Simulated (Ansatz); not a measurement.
**Counterpoise correction, worked out**

The pair of K⁺ (SMILES [K+], atom 1) and Al2H4O5 (SMILES O[Al](O)O[Al](O)O, atoms 2–12), both closed shells, in one local arrangement (a lower one may exist), relaxed at PBE0-D4/def2-TZVP:

K1  (-0.042, 0.934, -4.172)
O2  (-1.233, -1.473, 0.751)
Al3  (-0.174, -0.594, 1.752)
O4  (-0.058, -0.856, 3.393)
O5  (0.681, 0.528, 0.802)
Al6  (0.521, 0.746, -0.843)
O7  (1.287, 1.806, -1.935)
O8  (-0.550, -0.148, -1.833)
H9  (-1.813, -2.160, 1.081)
H10  (0.495, -0.427, 4.041)
H11  (1.952, 2.449, -1.691)
H12  (-1.066, -0.806, -1.347)
(Å)

Program: Ansatz 0.2.0. Basis: def2-TZVPPD. Cores are frozen in the correlated methods. The outer core shell of Li, Na, Mg and K is correlated. The def2 sets are not built for correlating such inner shells, so the correlated values are less sure here.

CCSD(T) total energies in eV:

| system | geometry | basis functions | energy |
| --- | --- | --- | --- |
| pair | pair | all | -39774.49789 |
| K⁺ | as in the pair | all (partner as ghosts) | -16304.31793 |
| Al2H4O5 | as in the pair | all (partner as ghosts) | -23468.68217 |
| K⁺ | as in the pair | its own | -16304.24723 |
| Al2H4O5 | as in the pair | its own | -23468.67237 |
| K⁺ | free (PBE0-D4 minimum) | its own | -16304.24723 |
| Al2H4O5 | free (PBE0-D4 minimum) | its own | -23468.87077 |

(1) Work out the interaction energy with and without the counterpoise correction, the superposition error, and the binding energy from the relaxed fragments.

The T1 diagnostic stays at or below 0.014.

Answers

(1) Without correction: -39774.49789 − (-16304.24723) − (-23468.67237) = -1.57829 eV.
With correction (each fragment in the whole basis): -39774.49789 − (-16304.31793) − (-23468.68217) = -1.49779 eV = -34.54 kcal/mol.
The superposition error is the difference, 0.08050 eV, 5 % of the uncorrected value: each fragment borrows its partner's functions.
Deformation from the free shapes: 0.00000 eV for K⁺ and 0.19840 eV for Al2H4O5.
Binding energy from relaxed fragments: -1.49779 + 0.00000 + 0.19840 = -1.29939 eV = -29.96 kcal/mol (electronic, without zero-point energy; negative means bound). For comparison, the corrected interaction energy by CCSD(T) at an estimated basis limit (MP2 extrapolated from triple and quadruple zeta, plus CCSD(T) − MP2 in triple zeta) is -1.569 eV; triple zeta with the correction binds less.

For scale, one of the runs: CCSD(T)/def2-TZVPPD, 400 basis functions, launched by `ansatz run in.yaml --threads 2 --pin off --events-out ev --progress --plain --max-ram 32768MiB --backend cuda --devices 0, --max-vram 18GiB`. Hardware: 2 CPU threads and a share of one NVIDIA H100, shared host. Wall time 25 s; peak host memory 1.9 GiB.
